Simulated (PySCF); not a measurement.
## Cr(SH)2: what the settings change

Cr(SH)2: Cr(II) (d4), charge 0. The structure is a PBE0-D3(BJ)/def2-TZVP geometry optimised for multiplicity 5; coordination linear, point group C2h, metal–donor distances 2.26 Å.

```
5

Cr    0.0000    0.0000    0.0000
S     0.0000    0.0000    2.2587
H     1.3422    0.0000    2.3705
S     0.0000    0.0000   -2.2587
H    -1.3422    0.0000   -2.3705
```

Method (PySCF 2.14, density fitting): CASSCF(4,5) with orbitals averaged over all microstates of the shell, strongly contracted NEVPT2 on the averaged canonical orbitals; basis x2c-TZVPall on the metal, x2c-SVPall elsewhere; spin-free X2C; gas phase; spin-orbit coupling by state interaction with the mean-field operator over all roots.

Base run: NEVPT2 ground state 5Bg, next 5Ag at 2910, then 5Ag at 5520 cm⁻¹, B(CASSCF) 917, ζ 220 cm⁻¹, D -3.78 cm⁻¹, g 1.889 1.980 1.986, μeff(300 K) 4.83 μB.

Q: What happens with the basis x2c-TZVPall on all atoms?

A: NEVPT2 ground state 5Bg, next 5Ag at 2896, then 5Ag at 5398 cm⁻¹, B(CASSCF) 915, ζ 219 cm⁻¹, D -3.76 cm⁻¹, g 1.889 1.979 1.986, μeff(300 K) 4.83 μB. It took 6.2 s against 6.3 s on a shared host of the same kind.

Q: What happens with orbitals averaged over the highest spin alone?

A: NEVPT2 ground state 5Bg, next 5Ag at 2380, then 5Ag at 5002 cm⁻¹, B(CASSCF) 951, ζ 227 cm⁻¹, D -4.84 cm⁻¹, g 1.856 1.976 1.984, μeff(300 K) 4.81 μB.

No frequencies were computed for the optimised geometry. NEVPT2 lifts 5Ag from 4215 to 5520 cm⁻¹; on the d shell alone such lifts tend to overshoot.
